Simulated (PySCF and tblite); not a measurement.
The numbers below are computed, except where a source is named.
System: C₄H₈B₂SSi, numbered as in [BH2:1][S:2][BH:3]/[C:4]([SiH3:5])=[CH:6]\[C:7]#[CH:8].

Motion: rotation about the B1–S2 bond (torsion H–B1–S2–B3 from -179° to -1°, rising). GFN2-xTB gives an electronic barrier of 6.6 kcal/mol.

(1) What does PBE0/pcSseg-1 + D3(BJ) give on GFN2-xTB geometries?

Programs: tblite and PySCF.

Answers

(1) A barrier of 7.8 kcal/mol, 1.2 above the tight-binding barrier (from unrounded values) and, with GFN2-xTB thermal terms, ΔG‡(298 K) = 7.7 kcal/mol and k = 2.8×10⁷ s⁻¹ (2 equivalent paths).
